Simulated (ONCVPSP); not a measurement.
## Configuration tests for Br (Z = 35) (ONCV)

```json
{
  "Element": "bromine (Br)",
  "Generator": "ONCVPSP 4.0.1",
  "Type": "optimised norm-conserving Vanderbilt (ONCV)",
  "Functional": "PW91",
  "Relativity": "scalar-relativistic",
  "Frozen core": "[Ne]",
  "Valence charge": "25",
  "Reference configuration": "3s2 3p6 3d10 4s2 4p3 (charge +2)",
  "Partial waves": "3s+4s: rc 0.90 bohr, ncon 4, nbas 8, qcut 10.3 1/bohr, 2 projectors; 3p+4p: rc 1.00 bohr, ncon 3, nbas 7, qcut 13.3 1/bohr, 3 projectors, debl 3 Ha; 3d: rc 1.00 bohr, ncon 4, nbas 9, qcut 18 1/bohr, 2 projectors, debl 2.6 Ha",
  "Local potential": "polynomial inside 0.80 bohr (lpopt 2, dvloc0 2 Ha)",
  "Core correction": "Teter function, fcfact 2.75, rcfact 1.65"
}
```

In the d channel the program set the typed energies aside and used -3.341, 0.250 Ha.

Energies are relative to the spin-unpolarised reference configuration 3s2 3p6 3d10 4s2 4p3; without spin polarisation the order of configurations can differ from experiment.

```csv
valence configuration,charge,ΔE all-electron (eV),error AE − PS (meV)
3s2 3p6 3d10 4s2 4p5,0,-35.443,+6.0
3s2 3p6 3d10 4s2 4p2,+3,34.074,-5.7
```

Q: What are ΔE and the potential's error for 3s2 3p6 3d10 4s2 4p4?

A: ΔE = -22.832 eV all-electron; the error (AE − PS) is +3.9 meV.

Q: What are ΔE and the potential's error for 3s2 3p6 3d10 4s2 4p4.5?

A: ΔE = -30.341 eV all-electron; the error (AE − PS) is +5.1 meV.

Levels in the configuration 3s2 3p6 3d10 4s2 4p4:

| level | all-electron (eV) | pseudo (eV) |
| --- | --- | --- |
| 3s | -249.301 | -249.290 |
| 3p | -184.785 | -184.786 |
| 3d | -78.033 | -78.035 |
| 4s | -30.480 | -30.478 |
| 4p | -17.534 | -17.534 |
